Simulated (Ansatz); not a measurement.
One geometry of Si27H34, a nanocrystal cut from hexagonal silicon, several levels of theory.

```yaml
crystal:
  periodic: [false, false, false]
  atoms:
    - {symbol: Si, position_ang: [0.003634, -4.413089, -1.054489]}
    - {symbol: Si, position_ang: [-1.927465, -3.316923, -0.285977]}
    - {symbol: Si, position_ang: [-2.103215, -3.317234, 2.074395]}
    - {symbol: Si, position_ang: [-1.913196, -1.104849, -3.446690]}
    - {symbol: Si, position_ang: [-1.910980, -1.105446, -1.083884]}
    - {symbol: Si, position_ang: [-3.835834, -0.018088, -0.283828]}
    - {symbol: Si, position_ang: [-1.915397, -1.110138, 2.884427]}
    - {symbol: Si, position_ang: [-3.920999, -0.168179, 2.076818]}
    - {symbol: Si, position_ang: [-3.825689, 2.202313, -1.052659]}
    - {symbol: Si, position_ang: [1.933084, -3.313307, -0.286878]}
    - {symbol: Si, position_ang: [2.110761, -3.312444, 2.073373]}
    - {symbol: Si, position_ang: [1.911015, -1.103191, -3.448570]}
    - {symbol: Si, position_ang: [-0.001960, -0.001776, -4.261534]}
    - {symbol: Si, position_ang: [1.911833, -1.102205, -1.085755]}
    - {symbol: Si, position_ang: [-0.000124, -0.000307, -0.274911]}
    - {symbol: Si, position_ang: [1.920884, -1.105225, 2.882631]}
    - {symbol: Si, position_ang: [0.000948, -0.000230, 2.086329]}
    - {symbol: Si, position_ang: [-0.001437, 2.205821, -3.449051]}
    - {symbol: Si, position_ang: [-0.002320, 2.206435, -1.086200]}
    - {symbol: Si, position_ang: [-1.909128, 3.326409, -0.288066]}
    - {symbol: Si, position_ang: [-0.002107, 2.215154, 2.882611]}
    - {symbol: Si, position_ang: [-1.820694, 3.479568, 2.072173]}
    - {symbol: Si, position_ang: [3.835576, -0.010881, -0.288470]}
    - {symbol: Si, position_ang: [3.924330, -0.161201, 2.071979]}
    - {symbol: Si, position_ang: [3.820150, 2.210146, -1.055394]}
    - {symbol: Si, position_ang: [1.902279, 3.330051, -0.287748]}
    - {symbol: Si, position_ang: [1.814837, 3.482126, 2.072678]}
    - {symbol: H, position_ang: [0.005090, -5.855893, -0.611725]}
    - {symbol: H, position_ang: [0.003331, -4.380418, -2.564325]}
    - {symbol: H, position_ang: [-3.144440, -4.009036, -0.856736]}
    - {symbol: H, position_ang: [-3.488690, -3.798893, 2.432957]}
    - {symbol: H, position_ang: [-1.113943, -4.263199, 2.700489]}
    - {symbol: H, position_ang: [-1.938035, -2.528079, -3.948191]}
    - {symbol: H, position_ang: [-3.157545, -0.412373, -3.946541]}
    - {symbol: H, position_ang: [-5.042870, -0.728786, -0.852823]}
    - {symbol: H, position_ang: [-1.902773, -1.103774, 4.395332]}
    - {symbol: H, position_ang: [-5.031731, -1.125208, 2.437867]}
    - {symbol: H, position_ang: [-4.241783, 1.162950, 2.702125]}
    - {symbol: H, position_ang: [-3.801789, 2.186447, -2.562525]}
    - {symbol: H, position_ang: [-5.074412, 2.922602, -0.605826]}
    - {symbol: H, position_ang: [3.150930, -4.003407, -0.858238]}
    - {symbol: H, position_ang: [1.123225, -4.259303, 2.700846]}
    - {symbol: H, position_ang: [3.497166, -3.792231, 2.430829]}
    - {symbol: H, position_ang: [1.936318, -2.526741, -3.949127]}
    - {symbol: H, position_ang: [3.154236, -0.410057, -3.950287]}
    - {symbol: H, position_ang: [-0.002732, -0.002333, -5.772969]}
    - {symbol: H, position_ang: [1.910211, -1.098310, 4.393552]}
    - {symbol: H, position_ang: [-1.221653, 2.938591, -3.950846]}
    - {symbol: H, position_ang: [1.220354, 2.936803, -3.949689]}
    - {symbol: H, position_ang: [-1.901121, 4.726188, -0.859326]}
    - {symbol: H, position_ang: [-0.002436, 2.202877, 4.393539]}
    - {symbol: H, position_ang: [-3.134236, 3.094854, 2.698631]}
    - {symbol: H, position_ang: [-1.545546, 4.920517, 2.429947]}
    - {symbol: H, position_ang: [5.043341, -0.718766, -0.859427]}
    - {symbol: H, position_ang: [5.036339, -1.117327, 2.431508]}
    - {symbol: H, position_ang: [4.245039, 1.170173, 2.696780]}
    - {symbol: H, position_ang: [3.794555, 2.195738, -2.565247]}
    - {symbol: H, position_ang: [5.068110, 2.932188, -0.609256]}
    - {symbol: H, position_ang: [1.891016, 4.730129, -0.858242]}
    - {symbol: H, position_ang: [3.128849, 3.098075, 2.698526]}
    - {symbol: H, position_ang: [1.538826, 4.922735, 2.431142]}
basis:
  gaussian: {orbitals: def2-SVP, fitting: {mean_field: def2-universal-jkfit}, initial_orbitals: start.molden}
hamiltonian: {xc: pbe, dispersion: d4}
scf: {omitted_lower_state_checks: [starts]}
output: {orbitals: {seedname: orbitals}}
```

The file start.molden holds the orbitals of an earlier run on this structure, at another level or in another basis.

```sh
$ ansatz run in.yaml --threads 4 --pin off --events-out ev --progress --plain --max-ram 66560MiB --backend cuda --devices 0, --max-vram 37GiB
```

Output, abridged:

```
Functional definition: PBE
4068 factors; integrals over basis functions are off by at most 3.1e-1 eV
mean field evaluation 1: about -213081.1666 eV, gradient 1.6e1 eV
mean field evaluation 2: about -213081.6941 eV, gradient 5.1e-1 eV
mean field evaluation 4: about -213081.6606 eV, gradient 2.4e-3 eV
mean field -213081.66064024 eV, -7830.6065965918 hartree, gradient 1.3e-5 eV, S^2 0.000000; 0 other end points of the search recorded, 0 dependent functions left out
reference -213081.66073444 eV, -7830.6066000535 hartree; 206, 206 occupied and 450, 450 virtual orbitals, 4068 factors
Total energy: -213086.67511835 eV, -7830.7908752632 hartree
Checks for a lower state left out: starts
```

It took 6.5 s on 4 threads of AMD EPYC 7R13 on a shared host and a share (37 GiB) of an NVIDIA H100 80GB HBM3, peak host memory 1.2 GiB.

First input, but with `hamiltonian: {xc: pbe0, dispersion: d4}` (abridged; 6.5 s):

```
Functional definition: PBE0
mean field -213103.82656958 eV, -7831.4211794705 hartree, gradient 1.3e-5 eV, S^2 0.000000
Total energy: -213108.43134395 eV, -7831.5904018071 hartree
Checks for a lower state left out: starts
```

As the first input, with `hamiltonian: {xc: r2scan, dispersion: d4}`, `output: {forces: true, orbitals: {seedname: orbitals}}` (abridged; 10 s):

```
Functional definition: r2SCAN
mean field -213174.48820693 eV, -7834.0179467467 hartree, gradient 2.1e-5 eV, S^2 0.000000
Total energy: -213175.98974323 eV, -7834.0731271880 hartree
Atom 0 force     0.000287    -0.146923    -0.092828 eV/Å
Atom 1 force    -0.118583    -0.089838    -0.062109 eV/Å
Atom 2 force    -0.057198    -0.146874     0.105239 eV/Å
Atom 3 force    -0.127560    -0.073719    -0.114079 eV/Å
Atom 4 force    -0.024809    -0.014471    -0.019197 eV/Å
Atom 5 force    -0.137494    -0.057981    -0.062680 eV/Å
Atom 6 force    -0.025387    -0.014645     0.162344 eV/Å
Atom 7 force    -0.156368     0.023950     0.106279 eV/Å
Atom 8 force    -0.127179     0.073011    -0.092754 eV/Å
Atom 9 force     0.118762    -0.089707    -0.062367 eV/Å
Atom 10 force     0.057627    -0.146628     0.105363 eV/Å
Atom 11 force     0.127550    -0.073633    -0.113879 eV/Å
Atom 12 force    -0.000136     0.000329    -0.155406 eV/Å
Atom 13 force     0.024640    -0.014491    -0.019144 eV/Å
Atom 14 force     0.000065     0.000188    -0.002578 eV/Å
Atom 15 force     0.025691    -0.014629     0.162263 eV/Å
Atom 16 force    -0.000202    -0.000034     0.044581 eV/Å
Atom 17 force     0.000014     0.147187    -0.113477 eV/Å
Atom 18 force     0.000099     0.028084    -0.018841 eV/Å
Atom 19 force    -0.018949     0.148307    -0.062682 eV/Å
Atom 20 force     0.000000     0.028676     0.162363 eV/Å
Atom 21 force    -0.098814     0.123837     0.106355 eV/Å
Atom 22 force     0.137560    -0.057738    -0.062681 eV/Å
Atom 23 force     0.156255     0.024166     0.106235 eV/Å
Atom 24 force     0.126934     0.073492    -0.092527 eV/Å
Atom 25 force     0.018796     0.148350    -0.062912 eV/Å
Atom 26 force     0.098914     0.123772     0.105907 eV/Å
Atom 27 force    -0.000262     0.170427    -0.050365 eV/Å
Atom 28 force     0.000053    -0.012449     0.178748 eV/Å
Atom 29 force     0.138114     0.075547     0.063590 eV/Å
Atom 30 force     0.162787     0.055836    -0.040838 eV/Å
Atom 31 force    -0.143721     0.114054    -0.075324 eV/Å
Atom 32 force    -0.000286     0.169808     0.052888 eV/Å
Atom 33 force     0.146793    -0.085562     0.052881 eV/Å
Atom 34 force     0.134337     0.081807     0.063623 eV/Å
Atom 35 force    -0.001384    -0.000795    -0.171829 eV/Å
Atom 36 force     0.129153     0.113117    -0.040811 eV/Å
Atom 37 force     0.025441    -0.185213    -0.075724 eV/Å
Atom 38 force    -0.009745     0.005957     0.178340 eV/Å
Atom 39 force     0.147619    -0.085056    -0.051311 eV/Å
Atom 40 force    -0.138192     0.075436     0.063673 eV/Å
Atom 41 force     0.143408     0.114225    -0.075541 eV/Å
Atom 42 force    -0.162933     0.055428    -0.040680 eV/Å
Atom 43 force     0.000349     0.169933     0.052685 eV/Å
Atom 44 force    -0.146496    -0.085460     0.052915 eV/Å
Atom 45 force     0.000143     0.000029     0.174485 eV/Å
Atom 46 force     0.001026    -0.000839    -0.171919 eV/Å
Atom 47 force     0.146911    -0.084524     0.053061 eV/Å
Atom 48 force    -0.147620    -0.084125     0.052789 eV/Å
Atom 49 force    -0.002984    -0.157180     0.063853 eV/Å
Atom 50 force     0.000169     0.001057    -0.171983 eV/Å
Atom 51 force     0.173360     0.070461    -0.075916 eV/Å
Atom 52 force    -0.033418    -0.168319    -0.040255 eV/Å
Atom 53 force    -0.134504     0.081560     0.063893 eV/Å
Atom 54 force    -0.129362     0.112913    -0.040739 eV/Å
Atom 55 force    -0.025461    -0.184798    -0.075548 eV/Å
Atom 56 force     0.009979     0.005761     0.178481 eV/Å
Atom 57 force    -0.147448    -0.085304    -0.051293 eV/Å
Atom 58 force     0.003394    -0.157238     0.063637 eV/Å
Atom 59 force    -0.173112     0.069947    -0.075874 eV/Å
Atom 60 force     0.033375    -0.168479    -0.040383 eV/Å
Dipole moment:    -0.000172    -0.000711     0.028566 e Å
Checks for a lower state left out: starts
```

Geometry: PBE-D4/def2-SVP.

Single mean-field runs in def2-SVP are fitted with def2-universal-jkfit.
